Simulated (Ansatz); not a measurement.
Reaction: BH3Se (SMILES B[SeH]) → BH2Se (SMILES [BH][SeH], doublet) + H (doublet) (the B-H bond breaks)
Each species at its own B3LYP-D3(BJ)/def2-TZVP minimum (Ansatz, a program for electronic structure).

Total energies in hartree (Ansatz). Radicals and triplets start from unrestricted determinants; spin-orbit coupling is neglected. Cores are frozen in correlated methods (noble-gas shells, and filled d and f shells in the p block). No relativity. For partners of very few electrons the exact lower level stands in for a higher one.

| species | HF/cc-pVTZ | CCSD(T)/cc-pVTZ | HF/cc-pVQZ | CCSD(T)/cc-pVQZ | CCSDT(Q)/cc-pVTZ |
|---|---|---|---|---|---|
| 1: BH3Se (SMILES B[SeH]) | -2426.33313 | -2426.64102 | -2426.33815 | -2426.66497 | -2426.64258 |
| 2: BH2Se (SMILES [BH][SeH], doublet) | -2425.69274 | -2425.96703 | -2425.69754 | -2425.98974 | -2425.96879 |
| 3: H (doublet) | -0.49981 | -0.49981 | -0.49995 | -0.49995 | -0.49981 |

**Question.** Work out the bond dissociation energy (electronic) in kJ/mol: take Hartree-Fock from cc-pVQZ, extrapolate the CCSD(T) correlation energy as X^-3 (X = 3, 4), and add CCSDT(Q) - CCSD(T) in cc-pVTZ. 1 hartree = 2625.5 kJ/mol.

**Answer.** 
Species 1: correlation (64·(-0.32682) - 27·(-0.30789))/37 = -0.34063; step -0.00156; E1 = -2426.33815 + (-0.34063) + (-0.00156) = -2426.68034
Species 2: correlation (64·(-0.29220) - 27·(-0.27429))/37 = -0.30527; step -0.00176; E2 = -2425.69754 + (-0.30527) + (-0.00176) = -2426.00457
Species 3: correlation (64·(0.00000) - 27·(0.00000))/37 = 0.00000; step +0.00000; E3 = -0.49995 + (0.00000) + (+0.00000) = -0.49995
-1·E1 +1·E2 +1·E3 = 0.17582 hartree = 461.6 kJ/mol.
